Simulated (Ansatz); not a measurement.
Ansatz (a program for electronic structure) input (RPA@PBE/cc-pVTZ):

Ansatz 0.2 input:
```yaml
crystal:
  periodic: [false, false, false]
  atoms:
    - {symbol: C, position_ang: [-1.59986225, -0.96342425, 0.53485818]}
    - {symbol: C, position_ang: [-1.84761398, 0.51089904, 0.53644546]}
    - {symbol: C, position_ang: [-0.52166099, 1.07140571, 0.10506725]}
    - {symbol: C, position_ang: [0.37574073, 0.10538681, -0.11956699]}
    - {symbol: C, position_ang: [-0.19878348, -1.27745223, 0.12438929]}
    - {symbol: C, position_ang: [1.71704168, 0.30791035, -0.53770049]}
    - {symbol: N, position_ang: [2.81173330, 0.43614752, -0.87710268]}
    - {symbol: H, position_ang: [-2.33629520, -1.70739986, 0.79609579]}
    - {symbol: H, position_ang: [-2.14746635, 0.89984308, 1.52110374]}
    - {symbol: H, position_ang: [-2.65465033, 0.81640878, -0.14626748]}
    - {symbol: H, position_ang: [-0.32640990, 2.12848321, -0.00722012]}
    - {symbol: H, position_ang: [0.37091151, -1.81755088, 0.89305295]}
    - {symbol: H, position_ang: [-0.13739311, -1.90116953, -0.77800237]}
basis:
  gaussian:
    orbitals: cc-pVTZ
hamiltonian:
  xc: pbe
magnetization: {spin_polarized: true, initial_magnetization: 1}
correlation: {method: rpa, electrons: outside_noble_gas}
```

End of the output:

```
integrals: 0.84 GiB planned
1700 factors; integrals over basis functions are off by at most 1.2e-3 eV
0.40 GiB of the device are held for the grids
1.47 GiB of device memory are held for the factors and their scratch space
mean field: 2.12 GiB planned
mean field evaluation 1: about -7785.6408 eV, gradient 5.5e1 eV
mean field evaluation 2: about -7785.6345 eV, gradient 5.5e1 eV
mean field evaluation 4: about -7797.8926 eV, gradient 2.2e1 eV
mean field evaluation 8: about -7799.8179 eV, gradient 7.1e-1 eV
mean field evaluation 16: about -7799.8182 eV, gradient 1.1e-3 eV
mean field evaluation 32: about -7799.0525 eV, gradient 6.0e0 eV
mean field -7799.81816084 eV, -286.6380305043 hartree, gradient 3.9e-6 eV, S^2 0.753869; 1 other end points of the search recorded, 0 dependent functions left out
7 core orbitals not correlated
reference -7758.38500720 eV, -285.1153901924 hartree; 18, 17 occupied and 269, 270 virtual orbitals, 1700 factors
Total energy: -7807.19761157 eV, -286.9092203165 hartree
```

It need not be the lowest isomer of its formula.
